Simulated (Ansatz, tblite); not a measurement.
Cost and result up the ladder for Ti5O17H14, a hydroxylated oxide cluster (36 atoms). The state is a singlet with charge 0. Geometry: PBE-D4/def2-SVP.

```csv
atom,x (Å),y (Å),z (Å)
Ti1,1.014,-1.818,2.173
Ti2,-1.655,-0.404,0.834
Ti3,-0.285,-2.934,-0.679
Ti4,2.127,1.209,-0.661
Ti5,-1.603,2.137,-0.962
O6,3.794,1.871,-0.828
O7,2.082,-0.508,-1.235
O8,1.623,1.294,1.075
O9,2.471,-0.711,2.502
O10,0.918,-3.152,3.371
O11,-1.590,2.216,-2.754
O12,0.893,2.219,-1.556
O13,-1.250,0.128,-0.993
O14,-0.888,3.821,-0.560
O15,-1.070,1.535,0.927
O16,1.133,-2.470,0.445
O17,-0.058,-1.943,-2.221
O18,-0.447,-0.829,2.226
O19,-0.502,-4.700,-0.973
O20,-3.390,2.115,-0.507
O21,-1.651,-2.190,0.156
O22,-3.342,-0.040,1.231
H23,4.542,1.488,-1.318
H24,1.994,-1.274,-0.600
H25,2.055,0.716,1.780
H26,3.184,-0.851,3.150
H27,0.220,-3.334,4.026
H28,-0.781,2.075,-3.281
H29,0.619,3.135,-1.261
H30,-1.086,-0.552,-1.706
H31,-0.873,4.022,0.395
H32,-0.092,1.543,1.142
H33,0.755,-1.370,-2.214
H34,-1.185,-5.309,-0.643
H35,-4.039,2.076,-1.236
H36,-3.641,0.789,0.756
```

Ansatz on 2 threads of AMD EPYC 7R13 on a shared host and a share (18 GiB) of an NVIDIA H100 80GB HBM3; xTB runs through tblite on one thread. Times are rough, summed over both states, and most runs start from the orbitals of an earlier one. PBE0-D4/def2-TZVP serves as the yardstick here, not as an exact answer. The other state is a triplet.

The xTB rows come from tblite. Single mean-field runs in def2-TZVP are fitted with def2-universal-jkfit. HOMO above LUMO, or a gap near zero within one spin, warns that the state may not be the lowest or that an electron is smeared out.

xTB has no spin-polarisation term.

```csv
level,functions,wall time
GFN2-xTB,127,0.26 s
GFN1-xTB,141,0.35 s
PBE-D4/def2-TZVP (with forces),836,23 s
PBE0-D4/def2-TZVP,836,44 s
```

(1) Estimate what each level gives for the vertical triplet (eV).

Results:

(1) 
| level | vertical triplet (eV) | difference from PBE0-D4/def2-TZVP (eV) | remarks |
| --- | --- | --- | --- |
| GFN2-xTB | 3.94 | -0.68 | – |
| GFN1-xTB | 3.61 | -1.01 | – |
| PBE-D4/def2-TZVP (with forces) | 3.83 | -0.78 | gap within one spin near zero (triplet) |
| PBE0-D4/def2-TZVP | 4.62 | 0.00 | – |
